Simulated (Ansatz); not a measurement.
Ansatz (a program for electronic structure) input (wB97X/def2-TZVPD):

Ansatz 0.2 input:
```yaml
crystal:
  periodic: [false, false, false]
  atoms:
    - {symbol: C, position_ang: [-2.43890196, 1.24865678, -0.38278093]}
    - {symbol: O, position_ang: [-1.59267684, 0.13966380, -0.68300986]}
    - {symbol: Si, position_ang: [-0.09243861, -0.06620755, -0.13605847]}
    - {symbol: Cl, position_ang: [-0.06837701, -0.15331838, 1.92106142]}
    - {symbol: Cl, position_ang: [0.59321215, -1.84506871, -0.86222074]}
    - {symbol: O, position_ang: [0.84201804, 1.16230671, -0.61712489]}
    - {symbol: C, position_ang: [2.21616477, 1.35876615, -0.29821748]}
    - {symbol: H, position_ang: [-3.38659581, 1.08141632, -0.89075690]}
    - {symbol: H, position_ang: [-1.99509893, 2.17931743, -0.74062637]}
    - {symbol: H, position_ang: [-2.61457867, 1.31954712, 0.69262186]}
    - {symbol: H, position_ang: [2.35615293, 1.42758325, 0.78249448]}
    - {symbol: H, position_ang: [2.82288877, 0.53971595, -0.68991012]}
    - {symbol: H, position_ang: [2.53086843, 2.29160416, -0.76222785]}
basis:
  gaussian:
    orbitals: def2-TZVPD
hamiltonian:
  xc: {name: wB97X}
```

End of the output:

```
integrals: 0.71 GiB planned
1884 factors; their error is unknown
integrals: 0.75 GiB planned
590 factors; integrals over basis functions are off by at most 4.0e-5 eV
0.59 GiB of the device are held for the grids
3.25 GiB of device memory are held for the factors and their scratch space
mean field: 3.25 GiB planned
mean field evaluation 1: about -39189.7616 eV, gradient 6.0e1 eV
mean field evaluation 2: about -39189.4976 eV, gradient 6.5e1 eV
mean field evaluation 4: about -39195.9726 eV, gradient 2.1e0 eV
mean field evaluation 8: about -39195.9831 eV, gradient 1.5e-1 eV
mean field evaluation 16: about -39195.9986 eV, gradient 3.2e-4 eV
mean field -39195.99856180 eV, -1440.4263791442 hartree, gradient 2.6e-5 eV, S^2 0.000000; 0 other end points of the search recorded, 0 dependent functions left out
reference -39195.99850049 eV, -1440.4263768912 hartree; 41, 41 occupied and 302, 302 virtual orbitals, 1884 factors
Total energy: -39195.99850049 eV, -1440.4263768912 hartree
```
